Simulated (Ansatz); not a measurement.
Cu2Te8. The state is a singlet with charge 0. Geometry PBE0-D4/def2-SVP; atoms count from 1.

```xyz
10

Cu   -1.238    0.117    1.729
Cu    0.425    1.480    0.296
Te   -1.637    0.879   -2.271
Te   -0.646   -2.314    0.942
Te    1.942    2.019   -1.714
Te   -0.502   -1.526   -2.288
Te   -0.123   -1.260    3.586
Te    2.284   -0.616   -1.803
Te   -2.105    1.931    0.292
Te    1.598   -0.710    1.231
```

In the def2 sets Te takes a core potential; there is no spin–orbit coupling. No other spin state of charge 0 was run. Another isomer (singlet) lies 0.61 eV lower at PBE0-D4/def2-SVP; other spin states weren't run for this one.

Q: Estimate the Mulliken populations from the PBE0/def2-SVP orbitals of Ansatz.

A: 
```csv
atom,charge (e),d electrons
Cu1,0.05,9.75
Cu2,0.10,9.78
Te3,0.07,–
Te4,0.07,–
Te5,-0.12,–
Te6,-0.06,–
Te7,-0.12,–
Te8,0.00,–
Te9,-0.12,–
Te10,0.12,–
```
Mulliken values and Mayer orders depend strongly on the basis.

Q: And the Mayer bond orders between bonded heavy atoms (over 0.3)?

A: Cu1–Te4 0.43 (2.62 Å); Cu1–Te7 0.62 (2.57 Å); Cu1–Te9 0.75 (2.47 Å); Cu2–Te5 0.61 (2.58 Å); Cu2–Te9 0.61 (2.57 Å); Cu2–Te10 0.46 (2.66 Å); Te3–Te6 1.22 (2.66 Å); Te3–Te9 0.90 (2.81 Å); Te4–Te7 0.79 (2.89 Å); Te4–Te10 0.91 (2.77 Å); Te5–Te8 1.25 (2.66 Å); Te6–Te8 0.60 (2.97 Å); Te7–Te10 0.66 (2.97 Å); Te8–Te10 0.44 (3.11 Å).
